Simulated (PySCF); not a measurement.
A structure optimised at PBE0-D3(BJ)/def2-SVP, used in a PySCF frequency run:

```
Si
O 1 1.5207
Cl 1 2.0220 2 126.00
Cl 1 2.0220 2 126.00 3 180.00
```
Charge 0, spin multiplicity 1.

Write its SMILES, formula and point group.

O=[Si](Cl)Cl, Cl2OSi, C2v

What are its rotational constants (standard atomic weights)?

4.7717, 2.6637, 1.7094 GHz
